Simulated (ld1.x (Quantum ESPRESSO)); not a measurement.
## What one change does to a pseudopotential (In, TM)

| Property | Result |
| --- | --- |
| Element | In (Z = 49) |
| Generator | ld1.x (Quantum ESPRESSO) 7.5 |
| Type | norm-conserving Troullier–Martins (Kleinman–Bylander form) |
| Functional | PBE |
| Relativity | scalar-relativistic |
| Frozen core | [Kr] 4d10 |
| Valence charge | 3 |
| Reference configuration | 5s1 5p0 (charge +2) |
| Partial waves | 5s (bound): rc 1.80 bohr; 5d channel at 0.05 Ry: rc 2.20 bohr; 5p (bound, empty): rc 2.45 bohr |
| Local potential | the p channel |
| Core correction | none |

Change: functional LDA (PZ).

Cutoffs: the cutoffs (Ry, on a coarse ladder) from which the occupation-weighted sum of valence levels, in a spherical-Bessel basis at the reference potential, stays within 10 and 1 mRy of its value at 400 Ry; they do not see the model core or the augmentation charge, which bear on the density cutoff. Errors are all-electron minus pseudo energies relative to the spin-unpolarised reference configuration.

**Question.** How do hardness, ghosts and transferability respond?

**Answer.** The potential gets neither clearly harder nor softer (18 Ry and 45 Ry → 18 Ry and 45 Ry); both files keep a bound ghost (d); the number of tests with a reliable result goes from 7 to 9; of the 7 tests that both files solve, the error grows in 0 and shrinks in 5 by more than 15 % and 0.3 meV (median size 386.9 → 246.1 meV).

```csv
quantity,base,changed
"cutoff, loose",18 Ry,18 Ry
"cutoff, tight",45 Ry,45 Ry
bound ghosts,d,d
"error for 5s2 5p1, meV [ΔE -24.60 → -25.26 eV]",+387,+327
"error for 5s2 5p0, meV [ΔE -19.23 → -19.66 eV]",+179,+181
"error for 5s2 5p0.5, meV [ΔE -22.66 → -23.21 eV]",+288,+262
"error for 5s1 5p1, meV [ΔE -12.64 → -12.97 eV]",+171,+108
"error for 5s0 5p3, meV [ΔE -12.65 → -13.09 eV]",+478,+231
"error for 5s1 5p2, meV [ΔE -18.76 → -19.32 eV]",+393,+246
"error for 5s2 5p1.3, meV [ΔE -25.13 → -25.84 eV]",+431,+353
s: phases at 2.66 bohr within 0.05 rad from the reference energy up to (Ry; the scan ends near 5),0.5,0.5
p: phases at 2.66 bohr within 0.05 rad from the reference energy up to (Ry; the scan ends near 5),2.2,2.2
d: phases at 2.66 bohr within 0.05 rad from the reference energy up to (Ry; the scan ends near 5),3.2,3.2
```

 A true bound ghost makes a file unfit for plane-wave use even where its test errors are small: the radial tests pick states by their node count and pass the ghost by.
